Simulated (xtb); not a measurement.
xtb input file for C₃H₅BFNO, SMILES CB(F)/C=N/C=O, GFN2-xTB. 

```
$ xtb mol.xyz --gfn 2 --ohess tight --chrg 0 --uhf 0 --json
$ cat mol.xyz
12

C     -1.96200000    -0.20220000    -0.74480000
B     -1.14920000    -0.10040000     0.58110000
F     -1.64570000     0.20240000     1.85510000
C      0.37360000     0.20120000     0.31380000
N      1.26230000    -0.64760000     0.60990000
C      2.68490000    -0.17030000     0.31820000
O      2.90830000     0.96690000     0.69110000
H     -2.27800000     0.81170000    -1.03050000
H     -2.83350000    -0.90940000    -0.67950000
H     -1.33190000    -0.53320000    -1.65460000
H      0.61620000     1.14200000    -0.15540000
H      3.30000000    -0.82400000    -0.18140000
```

Program output:

```
[banner left out]
          |                Calculation Setup                |
           -------------------------------------------------



           -------------------------------------------------
          |                 G F N 2 - x T B                 |
           -------------------------------------------------

        Reference                      10.1021/acs.jctc.8b01176
      * Hamiltonian:
        H0-scaling (s, p, d)           1.850000    2.230000    2.230000
        zeta-weighting                 0.500000
      * Dispersion:
        s8                             2.700000
        a1                             0.520000
        a2                             5.000000
        s9                             5.000000
      * Repulsion:
        kExp                           1.500000    1.000000
        rExp                           1.000000
      * Coulomb:
        alpha                          2.000000
        third order                    shell-resolved
        anisotropic                    true
        a3                             3.000000
        a5                             4.000000
        cn-shift                       1.200000
        cn-exp                         4.000000
        max-rad                        5.000000


          ...................................................
          :                      SETUP                      :
          :.................................................:
          :  # basis functions                  33          :
          :  # atomic orbitals                  33          :
          :  # shells                           19          :
          :  # electrons                        38          :
          :  max. iterations                   250          :
          :  Hamiltonian                  GFN2-xTB          :
          :  restarted?                      false          :
          :  GBSA solvation                  false          :
          :  PC potential                    false          :
          :  electronic temp.          300.0000000     K    :
          :  accuracy                    1.0000000          :
          :  -> integral cutoff          0.2500000E+02      :
          :  -> integral neglect         0.1000000E-07      :
          :  -> SCF convergence          0.1000000E-05 Eh   :
          :  -> wf. convergence          0.1000000E-03 e    :
          :  Broyden damping             0.4000000          :
          :  net charge                          0          :
          :  unpaired electrons                  0          :
          ...................................................

 iter      E             dE          RMSdq      gap      omega  full diag
   1    -21.9034739 -0.219035E+02  0.732E+00    2.64       0.0  T
   2    -22.0383381 -0.134864E+00  0.506E+00    2.14       1.0  T
   3    -22.0560047 -0.176666E-01  0.266E+00    2.50       1.0  T
   4    -22.0788925 -0.228879E-01  0.686E-01    2.51       1.0  T
   5    -22.0834763 -0.458380E-02  0.290E-01    2.49       1.0  T
   6    -22.0832264  0.249984E-03  0.161E-01    2.50       1.0  T
   7    -22.0835390 -0.312611E-03  0.260E-02    2.49       1.1  T
   8    -22.0835390  0.202135E-07  0.124E-02    2.49       2.3  T
   9    -22.0835398 -0.876364E-06  0.311E-03    2.49       9.3  T
  10    -22.0835397  0.149325E-06  0.328E-03    2.49       8.8  T
  11    -22.0835399 -0.180681E-06  0.823E-04    2.49      35.1  T
  12    -22.0835399 -0.176550E-08  0.558E-04    2.49      51.8  T

   *** convergence criteria satisfied after 12 iterations ***

         #    Occupation            Energy/Eh            Energy/eV
      -------------------------------------------------------------
         1        2.0000           -0.8080114             -21.9871
       ...           ...                  ...                  ...
        13        2.0000           -0.5103835             -13.8882
        14        2.0000           -0.4969530             -13.5228
        15        2.0000           -0.4847922             -13.1919
        16        2.0000           -0.4795379             -13.0489
        17        2.0000           -0.4485506             -12.2057
        18        2.0000           -0.4426102             -12.0440
        19        2.0000           -0.3936071             -10.7106 (HOMO)
        20                         -0.3019803              -8.2173 (LUMO)
        21                         -0.2709970              -7.3742
        22                         -0.2460785              -6.6961
        23                         -0.0173599              -0.4724
        24                          0.0434656               1.1828
       ...                                ...                  ...
        33                          0.5707780              15.5317
      -------------------------------------------------------------
                  HL-Gap            0.0916267 Eh            2.4933 eV
[...]

           -------------------------------------------------
          |                Geometry Summary                 |
           -------------------------------------------------

      molecular mass/u    :      100.8874508
   center of mass at/Å    :        0.4518104       0.0440660       0.5857901
  moments of inertia/u·Å² :        0.6759867E+02   0.4491156E+03   0.4977471E+03
rotational constants/cm⁻¹ :        0.2493782E+00   0.3753517E-01   0.3386787E-01

 * 9 selected distances

     #   Z          #   Z                                           value/Å
     1   6 C        2   5 B                                       1.5733319 (max)
     2   5 B        3   9 F                                       1.3136335
     4   6 C        5   7 N                                       1.2551677
     5   7 N        6   6 C                                       1.3379957
     6   6 C        7   8 O                                       1.2028453
     1   6 C        8   1 H                                       1.0906453
     1   6 C        9   1 H                                       1.0869405
     1   6 C       10   1 H                                       1.0858348 (min)
     4   6 C       11   1 H                                       1.1005792

 * 5 distinct bonds (by element types)

   Z      Z             #   av. dist./Å        max./Å        min./Å
   1 H    6 C           4     1.0910000     1.1005792     1.0858348
   5 B    6 C           1     1.5733319     1.5733319     1.5733319
   6 C    7 N           2     1.2965817     1.3379957     1.2551677
   6 C    8 O           1     1.2028453     1.2028453     1.2028453
   5 B    9 F           1     1.3136335     1.3136335     1.3136335

           -------------------------------------------------
          |               Frequency Printout                |
           -------------------------------------------------
 projected vibrational frequencies (cm⁻¹)
eigval :       -0.00    -0.00    -0.00    -0.00     0.00     0.00
eigval :      -32.92    41.48    83.74    96.74   166.31   264.14
eigval :      285.36   406.29   461.48   641.27   704.16   814.58
eigval :      859.55   880.03   913.74  1041.15  1120.47  1307.86
eigval :     1317.80  1347.82  1372.10  1459.34  1470.17  1732.13
eigval :     1811.53  2684.12  2826.57  3000.27  3051.07  3058.97
 reduced masses (amu)
   1: 13.17   2: 14.27   3: 11.89   4: 14.23   5: 14.39   6: 13.16   7: 10.28   8:  1.54
   9: 13.99  10: 13.59  11: 11.62  12: 11.29  13: 11.26  14:  9.41  15:  9.79  16: 12.59
  17: 10.20  18:  6.48  19:  6.53  20:  6.17  21:  5.63  22: 10.80  23:  9.60  24: 11.59
  25:  4.72  26:  3.04  27:  2.99  28:  1.56  29:  1.83  30: 13.41  31: 13.08  32:  1.64
  33:  1.75  34:  1.80  35:  1.62  36:  1.74
 IR intensities (km·mol⁻¹)
   1:  2.92   2:  2.45   3:  3.13   4:  1.10   5:  0.45   6:  2.21   7:  5.47   8:  2.41
   9:  4.77  10:  2.59  11:  2.31  12:  9.86  13:  4.85  14: 21.10  15: 15.40  16: 26.06
  17: 16.51  18:100.87  19: 12.44  20: 11.96  21: 13.51  22: 10.36  23:239.89  24:300.80
  25: 58.07  26: 35.24  27: 54.19  28:  2.80  29:  5.31  30:364.69  31:258.78  32:101.19
  33: 70.14  34:  6.33  35:  7.01  36: 14.11
 Raman intensities (Ä⁴*amu⁻¹)
   1:  0.00   2:  0.00   3:  0.00   4:  0.00   5:  0.00   6:  0.00   7:  0.00   8:  0.00
   9:  0.00  10:  0.00  11:  0.00  12:  0.00  13:  0.00  14:  0.00  15:  0.00  16:  0.00
  17:  0.00  18:  0.00  19:  0.00  20:  0.00  21:  0.00  22:  0.00  23:  0.00  24:  0.00
  25:  0.00  26:  0.00  27:  0.00  28:  0.00  29:  0.00  30:  0.00  31:  0.00  32:  0.00
  33:  0.00  34:  0.00  35:  0.00  36:  0.00
 output can be read by thermo (or use thermo option).
 writing <g98.out> molden fake output.
Molecule has no symmetry elements
It seems to be the C1 point group
 recommended (thermochemical) frequency scaling factor: 1.0
           -------------------------------------------------
          |             Thermodynamic Functions             |
           -------------------------------------------------

c1  symmetry found (for desy threshold:  0.10E+00) used in thermo

          ...................................................
          :                      SETUP                      :
          :.................................................:
          :  # frequencies                          29      :
          :  # imaginary freq.                       1      :
          :  linear?                             false      :
          :  only rotor calc.                    false      :
          :  symmetry                               c1      :
          :  rotational number                       1      :
          :  scaling factor                  1.0000000      :
          :  rotor cutoff                   50.0000000 cm⁻¹ :
          :  imag. cutoff                  -20.0000000 cm⁻¹ :
          :.................................................:

    mode    ω/cm⁻¹     T·S(HO)/kcal·mol⁻¹    T·S(FR)/kcal·mol⁻¹   T·S(vib)
   ------------------------------------------------------------------------
       1     41.48    -1.54652 ( 32.14%)    -1.11153 ( 67.86%)    -1.25135
       2     83.74    -1.13337 ( 88.72%)    -0.90362 ( 11.28%)    -1.10746
       3     96.74    -1.04917 ( 93.34%)    -0.86087 (  6.66%)    -1.03663
       4    166.31    -0.73847 ( 99.19%)    -0.70044 (  0.81%)    -0.73816
       5    264.14    -0.48726 ( 99.87%)    -0.56342 (  0.13%)    -0.48736
       6    285.36    -0.44763 ( 99.91%)    -0.54053 (  0.09%)    -0.44771
   ------------------------------------------------------------------------

   temp. (K)  partition function   enthalpy   heat capacity  entropy
                                   cal/mol     cal/K/mol   cal/K/mol   J/K/mol
 298.15  VIB   229.                 3164.413     18.470     20.297
         ROT  0.297E+06              888.752      2.981     28.023
         INT  0.681E+08             4053.165     21.450     48.320
         TR   0.980E+27             1481.254      4.968     39.726
         TOT                        5534.4189    26.4186    88.0462   368.3852

       T/K    H(0)-H(T)+PV         H(T)/Eh          T*S/Eh         G(T)/Eh
   ------------------------------------------------------------------------
    298.15    0.881966E-02    0.890572E-01    0.418336E-01    0.472237E-01
   ------------------------------------------------------------------------

         :::::::::::::::::::::::::::::::::::::::::::::::::::::
         ::                  THERMODYNAMIC                  ::
         :::::::::::::::::::::::::::::::::::::::::::::::::::::
         :: total free energy         -21.871630803976 Eh   ::
         ::.................................................::
         :: total energy              -21.918854471911 Eh   ::
         :: zero point energy           0.080237584342 Eh   ::
         :: G(RRHO) w/o ZPVE           -0.033013916406 Eh   ::
         :: G(RRHO) contrib.            0.047223667936 Eh   ::
         :::::::::::::::::::::::::::::::::::::::::::::::::::::
imag cut-off (cm-1) :    5.00
 found            1  significant imaginary frequency
 writing imag mode distorted coords to xtbhess.xyz
 for further optimization.

optimized geometry written to: xtbopt.xyz


           -------------------------------------------------
          | TOTAL ENERGY              -21.918854471911 Eh   |
          | TOTAL ENTHALPY            -21.829797229699 Eh   |
          | TOTAL FREE ENERGY         -21.871630803976 Eh   |
          | GRADIENT NORM               0.000653075965 Eh/α |
          | HOMO-LUMO GAP               2.378824730943 eV   |
           -------------------------------------------------

------------------------------------------------------------------------
------------------------------------------------------------------------
 total:
Note: The following floating-point exceptions are signalling: IEEE_UNDERFLOW_FLAG IEEE_DENORMAL
normal termination of xtb
 SCF:
 ANC optimizer:
 analytical hessian:
```

The calculation finished and met its thresholds. The end point has an imaginary mode, so it is no minimum.
